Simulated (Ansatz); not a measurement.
The cluster Sr2S2, relaxed as a singlet with RKS B3LYP-D4/def2-TZVP in Ansatz, starting from the GFN1-xTB geometry. Force threshold 0.02 eV/Å.

In the def2 sets Sr takes a core potential; there is no spin–orbit coupling. The structure comes from a short search, and lower isomers may exist.

Start:

```xyz
4

Sr   -0.307    0.752    1.111
Sr   -0.357   -1.104   -1.838
S    -0.833   -1.873    0.629
S     1.498    2.225    0.098
```

```tsv
step	energy (eV)	largest force component (eV/Å)	SCF passes
1	-23347.2505	1.634	20
2	-23347.7112	0.965	28
3	-23348.1227	1.112	28
4	-23348.5879	1.184	27
5	-23349.0883	1.092	27
6	-23349.5046	0.542	25
7	-23349.6035	0.096	25
8 (rejected)	-23349.5903	0.308	20
9	-23349.6045	0.034	20
10	-23349.6057	0.002	20
```

Force components are those of the run's own axes.

End:

```xyz
4

Sr   -0.256    0.670    1.670
Sr    0.259   -0.672   -1.669
S    -1.008   -1.622    0.496
S     1.005    1.623   -0.497
```

Bonds formed: Sr2–S4 (atoms count from 1). The end is the same structure that another start reached, the lowest one found.

No frequencies were taken in this run, so the end may be a saddle point.

Run time 17 s (4 threads of Arm Neoverse V2 on a shared host).
